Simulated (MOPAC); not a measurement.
MOPAC input (AM1):

```
AM1 PRECISE GNORM=0.05 LET XYZ CHARGE=-1 GEO-OK AUX(PRECISION=9) THREADS=1
H5FN3Si

N     0.24931200 1    1.76831000 1   -0.05892700 1
Si    0.00349400 1    0.15400600 1    0.01799700 1
N     1.04827200 1   -0.65329700 1   -1.16818500 1
N    -1.66688700 1   -0.42170800 1   -0.13148300 1
F     0.39723000 1   -0.73224600 1    1.37126800 1
H    -0.43319800 1    2.35199600 1    0.41303800 1
H     1.68177600 1   -1.32491200 1   -0.75264700 1
H     1.60272700 1    0.04324200 1   -1.65070900 1
H    -2.12146100 1   -0.05870900 1   -0.95938200 1
H    -1.76871400 1   -1.43062900 1   -0.13350400 1
```

From the output:

```
                                                       MOPAC v23.2.5 Linux

          FINAL HEAT OF FORMATION =       -142.89782 KCAL/MOL =    -597.88449 KJ/MOL

          COSMO AREA              =        115.22 SQUARE ANGSTROMS
          COSMO VOLUME            =        102.31 CUBIC ANGSTROMS

          GRADIENT NORM           =          0.04490          =       0.01420 PER ATOM
          IONIZATION POTENTIAL    =          2.546407 EV
          HOMO LUMO ENERGIES (EV) =         -2.546  8.197
          NO. OF FILLED LEVELS    =         16
          MOLECULAR WEIGHT        =         94.1435         POINT GROUP:  Cs

          MOLECULAR DIMENSIONS (Angstroms)

            Atom       Atom       Distance
            H     7    H     6     4.52559
            H     9    H     8     3.95912
            F     5    H     8     2.69757

          SCF CALCULATIONS        =        120

   ATOM   CHEMICAL          X               Y               Z
  NUMBER   SYMBOL      (ANGSTROMS)     (ANGSTROMS)     (ANGSTROMS)

     1       N          0.02931215  *   1.75268239  *  -0.06233942  *
     2      Si          0.01768401  *   0.14675142  *   0.05779534  *
     3       N          1.10893086  *  -0.62968807  *  -1.07680773  *
     4       N         -1.54483628  *  -0.55450034  *  -0.32660424  *
     5       F          0.41011247  *  -0.54145635  *   1.51532159  *
     6       H          0.23564933  *   2.42723396  *   0.60117796  *
     7       H          1.06663437  *  -1.57172754  *  -1.34786072  *
     8       H          1.69215408  *  -0.10959554  *  -1.67167982  *
     9       H         -2.32462894  *   0.00407641  *  -0.53723044  *
    10       H         -1.70050236  *  -1.49375875  *  -0.56365644  *

                             CARTESIAN COORDINATES

   1    N        0.029312150     1.752682387    -0.062339418
   2   Si        0.017684011     0.146751418     0.057795335
   3    N        1.108930863    -0.629688071    -1.076807735
   4    N       -1.544836280    -0.554500342    -0.326604237
   5    F        0.410112475    -0.541456353     1.515321592
   6    H        0.235649333     2.427233962     0.601177956
   7    H        1.066634372    -1.571727539    -1.347860724
   8    H        1.692154082    -0.109595542    -1.671679823
   9    H       -2.324628938     0.004076411    -0.537230441
  10    H       -1.700502364    -1.493758755    -0.563656444

           Empirical Formula: H5 N3 Si F  =    10 atoms

      MOLECULAR POINT GROUP   :   Cs

                  EIGENVALUES
 -40.88923 -26.93080 -26.38055 -23.16687 -11.65029 -11.35796 -11.03705  -9.57117
  -9.13659  -8.66403  -7.47770  -7.35550  -5.05082  -4.49480  -2.98330  -2.54641
   8.19725   8.29036   9.01924   9.48773  10.67443  10.85572  11.61700  11.86001
  13.33562

              NET ATOMIC CHARGES AND DIPOLE CONTRIBUTIONS

  ATOM NO.   TYPE          CHARGE      No. of ELECS.   s-Pop       p-Pop
    1          N          -1.073950        6.0739     1.68095     4.39300
    2         Si           1.553510        2.4465     0.71041     1.73608
    3          N          -0.781468        5.7815     1.54992     4.23155
    4          N          -0.781531        5.7815     1.54988     4.23165
    5          F          -0.551493        7.5515     1.89610     5.65539
    6          H           0.111786        0.8882     0.88821
    7          H           0.120796        0.8792     0.87920
    8          H           0.140771        0.8592     0.85923
    9          H           0.140777        0.8592     0.85922
   10          H           0.120800        0.8792     0.87920
 DIPOLE           X         Y         Z       TOTAL
 POINT-CHG.    -0.059    -2.560     0.050     2.561
 HYBRID        -0.158    -0.817    -0.473     0.958
 SUM           -0.217    -3.377    -0.423     3.411

          ATOMIC ORBITAL ELECTRON POPULATIONS

     Atom    s        px        py        pz
    1  N   1.68095   1.73237   1.17545   1.48518
    2 Si   0.71041   0.61648   0.58698   0.53263
    3  N   1.54992   1.59683   1.10636   1.52836
    4  N   1.54988   1.28375   1.09256   1.85533
    5  F   1.89610   1.94061   1.92964   1.78515
    6  H   0.88821
    7  H   0.87920
    8  H   0.85923
    9  H   0.85922
   10  H   0.87920

 **********************
 *                    *
 * JOB ENDED NORMALLY *
 *                    *
 **********************

 == MOPAC DONE ==
```

The dipole moment of an ion depends on the origin.

The geometry given is a B3LYP-D3(BJ)/def2-TZVP minimum.
